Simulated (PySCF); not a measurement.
H₃BS (SMILES BS), singlet, geometry from GFN2-xTB; PySCF with DF-B3LYP/cc-pV(T+d)Z.

Input for PySCF:
```python
from pyscf import gto, scf, dft

mol = gto.Mole()
mol.atom = '''
    B    -0.764059   -0.919052    0.151780
    H    -0.350209   -1.950626    0.505845
    H    -1.894936   -0.733619   -0.064508
    S     0.404248    0.370487   -0.047280
    H    -0.402527    1.351719   -0.443755
'''
mol.basis = 'cc-pv(t+d)z'
mol.charge = 0
mol.spin = 0
mol.verbose = 4
mol.max_memory = 1800
mol.build()

mf = dft.RKS(mol)
mf.xc = 'b3lyp'
mf = mf.density_fit(auxbasis='def2-universal-jkfit')
mf.kernel()
```

Output, abridged:

```
PySCF version 2.14.0

[INPUT] verbose = 4
[INPUT] num. atoms = 5
[INPUT] num. electrons = 24
[INPUT] charge = 0
[INPUT] spin (= nelec alpha-beta = 2S) = 0
[INPUT] symmetry False subgroup None
[INPUT] Mole.unit = angstrom
[INPUT] Symbol           X                Y                Z      unit          X                Y                Z       unit  Magmom
[INPUT]  1 B     -0.764059000000  -0.919052000000   0.151780000000 AA   -1.443862253009  -1.736756574234   0.286822631186 Bohr   0.0
[INPUT]  2 H     -0.350209000000  -1.950626000000   0.505845000000 AA   -0.661799096358  -3.686148911456   0.955908511481 Bohr   0.0
[INPUT]  3 H     -1.894936000000  -0.733619000000  -0.064508000000 AA   -3.580910063579  -1.386338989777  -0.121902452843 Bohr   0.0
[INPUT]  4 S      0.404248000000   0.370487000000  -0.047280000000 AA    0.763918006403   0.700118962712  -0.089346251169 Bohr   0.0
[INPUT]  5 H     -0.402527000000   1.351719000000  -0.443755000000 AA   -0.760665787743   2.554378707371  -0.838575416406 Bohr   0.0

nuclear repulsion = 43.5040870961602
number of shells = 17
number of NR pGTOs = 154
number of NR cGTOs = 111
basis = cc-pv(t+d)z
ecp = {}

******** <class 'pyscf.df.df_jk.DFRKS'> ********
method = DFRKS
initial guess = minao
damping factor = 0
level_shift factor = 0
DIIS = <class 'pyscf.scf.diis.CDIIS'>
diis_start_cycle = 1
diis_space = 8
diis_damp = 0
SCF conv_tol = 1e-09
SCF conv_tol_grad = None
SCF max_cycles = 50
direct_scf = False
XC library pyscf.dft.libxc version 7.1.2
    S. Lehtola, C. Steigemann, M. J. T. Oliveira, and M. A. L. Marques,  SoftwareX 7, 1–5 (2018)
XC functionals = b3lyp
    P. J. Stephens, F. J. Devlin, C. F. Chabalowski, and M. J. Frisch,  J. Phys. Chem. 98, 11623 (1994)
radial grids:
    Treutler-Ahlrichs [JCP 102, 346 (1995); DOI:10.1063/1.469408] (M4) radial grids

becke partition: Becke, JCP 88, 2547 (1988); DOI:10.1063/1.454033
pruning grids: <function nwchem_prune>
grids dens level: 3
symmetrized grids: False
atomic radii adjust function: <function treutler_atomic_radii_adjust>
small_rho_cutoff = 0
Set gradient conv threshold to 3.16228e-05
Initial guess from minao.
tot grids = 62352
******** <class 'pyscf.df.df.DF'> ********
auxbasis = def2-universal-jkfit
init E= -424.904659222783
  HOMO = -0.328221769825612  LUMO = -0.111105280033286  gap/eV = 5.90804
cycle= 1 E= -424.895995527816  delta_E= 0.00866  |g|= 0.18  |ddm|= 4.42
  HOMO = -0.27787307637324  LUMO = -0.0268548888419566  gap/eV = 6.83055
cycle= 2 E= -424.897889418722  delta_E= -0.00189  |g|= 0.175  |ddm|= 0.878
  HOMO = -0.300892585980211  LUMO = -0.0538100491296021  gap/eV = 6.72346
cycle= 3 E= -424.907475512052  delta_E= -0.00959  |g|= 0.0288  |ddm|= 0.354
  HOMO = -0.304450193766392  LUMO = -0.0540466967504702  gap/eV = 6.81383
cycle= 4 E= -424.907641633572  delta_E= -0.000166  |g|= 0.0145  |ddm|= 0.0554
  HOMO = -0.302451849109143  LUMO = -0.0541116337170777  gap/eV = 6.75768
cycle= 5 E= -424.907695159979  delta_E= -5.35e-05  |g|= 0.00298  |ddm|= 0.0249
  HOMO = -0.302641207635505  LUMO = -0.0537607324782421  gap/eV = 6.77238
cycle= 6 E= -424.907697863261  delta_E= -2.7e-06  |g|= 0.000633  |ddm|= 0.00668
  HOMO = -0.302646206438212  LUMO = -0.0538055960269528  gap/eV = 6.77130
cycle= 7 E= -424.907697978056  delta_E= -1.15e-07  |g|= 0.00013  |ddm|= 0.00115
  HOMO = -0.302629249644253  LUMO = -0.0538044522023373  gap/eV = 6.77087
cycle= 8 E= -424.90769798314  delta_E= -5.08e-09  |g|= 1.27e-05  |ddm|= 0.000191
  HOMO = -0.302628366908136  LUMO = -0.0538040953252779  gap/eV = 6.77085
cycle= 9 E= -424.90769798318  delta_E= -3.99e-11  |g|= 2.25e-06  |ddm|= 2.46e-05
  HOMO = -0.302629268913719  LUMO = -0.0538043759385083  gap/eV = 6.77087
Extra cycle  E= -424.90769798318  delta_E= -1.14e-13  |g|= 2.19e-06  |ddm|= 8.8e-06
converged SCF energy = -424.90769798318
```
